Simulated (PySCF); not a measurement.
Atomic charges by several schemes

CH11NO2Si3.
SMILES with atom numbers: `[CH3:1][NH:2][SiH2:3][Si:4]([OH:5])([OH:6])[SiH3:7]` (hydrogens: H8, H9, H10 on C1; H11 on N2; H12, H13 on Si3; H14 on O5; H15 on O6; H16, H17, H18 on Si7)

Cartesian coordinates in Å at the GFN2-xTB level; atoms count from 1:
```xyz
18
CH11NO2Si3 angstrom
C      3.051    0.026    0.382
N      1.641    0.095    0.095
Si     0.576   -1.217    0.425
Si    -1.505   -0.393   -0.101
O     -2.124   -1.433   -1.201
O     -2.530   -0.627    1.173
Si    -1.774    1.782   -0.873
H      3.617   -0.493   -0.399
H      3.466    1.028    0.501
H      3.185   -0.520    1.313
H      1.460    0.675   -0.711
H      0.963   -2.492   -0.222
H      0.799   -1.484    1.863
H     -3.011   -1.760   -1.081
H     -2.383   -0.192    2.006
H     -3.150    2.218   -1.158
H     -1.029    2.025   -2.117
H     -1.262    2.766    0.094
```

Density: PBE0/pcSseg-1 (PySCF); schemes: Mulliken, IAO, Hirshfeld and ESP-fitted. Isolated species at its GFN2-xTB geometry (one conformer only).

Task: Do the Mulliken, IAO, Hirshfeld and ESP-fitted schemes agree on where the charge is lowest?

Result: The schemes don't all agree: Mulliken N2 (-0.705); IAO O5 (-0.804); Hirshfeld O5 (-0.318); ESP-fitted O5 (-0.717).

Task: At which atom do the 4 schemes differ most?

Result: At Si4: from +0.334 (Hirshfeld) to +0.981 e (IAO), 0.647 e apart.

Task: What partial charge does each atom carry?

Result: In e:

```
atom             environment  Mulliken     IAO  Hirshfeld  ESP-fitted
  C1         N-methyl carbon    -0.092  -0.297     -0.069      -0.206
  N2  silicon-bound nitrogen    -0.705  -0.670     -0.249      -0.672
 Si3            SiH2 silicon    +0.440  +0.557     +0.263      +0.433
 Si4    oxygen-bound silicon    +0.746  +0.981     +0.334      +0.534
  O5          silanol oxygen    -0.561  -0.804     -0.318      -0.717
  O6          silanol oxygen    -0.572  -0.799     -0.316      -0.674
 Si7            SiH3 silicon    +0.091  +0.204     +0.190      +0.166
  H8         methyl hydrogen    +0.103  +0.122     +0.034      +0.100
  H9         methyl hydrogen    +0.113  +0.142     +0.043      +0.100
 H10         methyl hydrogen    +0.113  +0.144     +0.045      +0.134
 H11            N–H hydrogen    +0.204  +0.249     +0.106      +0.365
 H12           Si–H hydrogen    -0.089  -0.143     -0.091      -0.106
 H13           Si–H hydrogen    -0.098  -0.132     -0.089      -0.116
 H14       hydroxyl hydrogen    +0.249  +0.369     +0.177      +0.479
 H15       hydroxyl hydrogen    +0.245  +0.367     +0.174      +0.418
 H16           Si–H hydrogen    -0.051  -0.085     -0.070      -0.046
 H17           Si–H hydrogen    -0.069  -0.102     -0.080      -0.081
 H18           Si–H hydrogen    -0.067  -0.103     -0.083      -0.110
```

Mean size of the charges over all atoms: IAO 0.348 e, ESP-fitted 0.303 e, Mulliken 0.256 e, Hirshfeld 0.152 e. Each set sums to the total charge, 0, to within 0.001 e. The Mulliken scheme gives each basis function's population to the atom it is centred on and halves the overlap population of two atoms between them. The ESP scheme fits charges at the nuclei, held to the total charge, to the electrostatic potential on points at 1.4 to 2.0 times the van der Waals radii.

Task: How closely do the schemes follow one another over all atoms?

Result: Correlation coefficient and root-mean-square difference: Mulliken with IAO 0.98, 0.124 e; IAO with Hirshfeld 0.98, 0.272 e; IAO with ESP-fitted 0.97, 0.125 e; Hirshfeld with ESP-fitted 0.96, 0.210 e; Mulliken with ESP-fitted 0.96, 0.109 e; Mulliken with Hirshfeld 0.95, 0.179 e.

Task: Sum the charges by element, for elements with more than one atom.

Result: 
| element | atoms | Mulliken | IAO | Hirshfeld | ESP-fitted |
| --- | --- | --- | --- | --- | --- |
| Si | 3 | +1.277 | +1.742 | +0.786 | +1.133 |
| O | 2 | -1.133 | -1.602 | -0.635 | -1.392 |
| H | 11 | +0.653 | +0.828 | +0.166 | +1.138 |
